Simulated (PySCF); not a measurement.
C₂H₃PTe.
SMILES with atom numbers: `[Te:1]=[PH:2]1[CH:3]=[CH:4]1` (hydrogens: H5 on P2; H6 on C3; H7 on C4)

Level of theory: PySCF 2.14.0, PBE0-D3(BJ)/def2-SVP geometry optimisation, gas phase, def2 core potentials past Kr.

(1) Give the optimised bond lengths and angles.

Answers

(1) 
| bond | length (Å) | order |
| --- | --- | --- |
| Te1=P2 | 2.323 | double |
| P2–C3, P2–C4 | 1.785 | single |
| C3=C4 | 1.323 | double |
| P2–H5 | 1.419 | single |
| C3–H6, C4–H7 | 1.092 | single |

Bonds in one row agree within 0.01 Å and their mean is given. Orders are formal, as drawn. A selection of angles:
| angle | degrees |
| --- | --- |
| Te1–P2–C3 | 129.7 |
| Te1–P2–H5 | 116.8 |
| C3–P2–C4 | 43.5 |
| C3–P2–H5 | 108.2 |
| P2–C3–C4 | 68.3 |
| P2–C3–H6 | 148.5 |
| C4–C3–H6 | 142.8 |

Dihedral angles: Te1–P2–C3–C4 -110° (anticlinal); Te1–P2–C4–C3 109° (anticlinal).

P2 (phosphorus bonded to 2 C, Te and H) has angles from 43.5° to 129.8°. The 3-membered ring P2–C3–C4 has internal angles of 43.5° to 68.3°.

Point group: Cs (every atom within 0.08 Å of its image). Whether it is a minimum is left open (no frequencies).
